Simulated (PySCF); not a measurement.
Working out the ionisation energy of Fe²⁺

Fe²⁺ [Ar] 3d6 (5D) → Fe³⁺ [Ar] 3d5 (6S). Calculation: PySCF 2.14, in aug-cc-pVDZ-DK (7s6p4d2f, 59 functions); the spin-free X2C one-electron Hamiltonian (Gaussian nucleus). Frozen: [Ar]. Energies in hartree (1 hartree = 27.21139 eV):

| part | Fe²⁺ (lower) | Fe³⁺ (upper) |
| --- | --- | --- |
| UHF | -1270.545053 | -1269.498936 |
| MP2 opposite-spin | -0.041077 | 0.000000 |
| MP2 same-spin | -0.058820 | -0.048860 |

Problem. What does Hartree-Fock give?

Solution. (-1269.498936) − (-1270.545053) = 1.046117 hartree = 28.466 eV.

Problem. What do MP2 and SCS-MP2 (6/5 opposite-spin, 1/3 same-spin) give?

Solution. The opposite-spin parts differ by 1.118 eV and the same-spin parts by 0.271 eV. MP2: 28.466 + (1.118) + (0.271) = 29.855 eV. SCS-MP2: 28.466 + 1.2 × (1.118) + (0.271)/3 = 29.898 eV.

Reference: 30.651 ± 0.012 eV (measured; NIST Atomic Spectra Database, ionization energies), between the lowest levels; spin-orbit coupling is absent from the calculation.

A double-zeta basis recovers only part of the correlation energy.

What remains against the reference includes basis incompleteness, the frozen core and correlation beyond second order.
